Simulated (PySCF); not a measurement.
CH8ClNSi2, SMILES C[SiH2]N[SiH2]Cl.

Geometry optimised at B3LYP-D3(BJ)/def2-SVP. This is a generated structure with no PubChem entry under its InChIKey; it may be hypothetical. Other conformers were not sampled.

Vertical ionisation energy (IE) and electron affinity (EA) in eV. Rows of orbital energies are one-electron estimates. Where ΔSCF, EOM or ADC give a negative EA the extra electron is unbound and the value depends on the basis.

```csv
level,IE,EA
"−ε(HOMO), −ε(LUMO), CAM-B3LYP/def2-TZVP (PySCF)",9.17,-1.16
"−ε(HOMO), −ε(LUMO), PBE/def2-TZVP (PySCF)",6.45,0.62
```
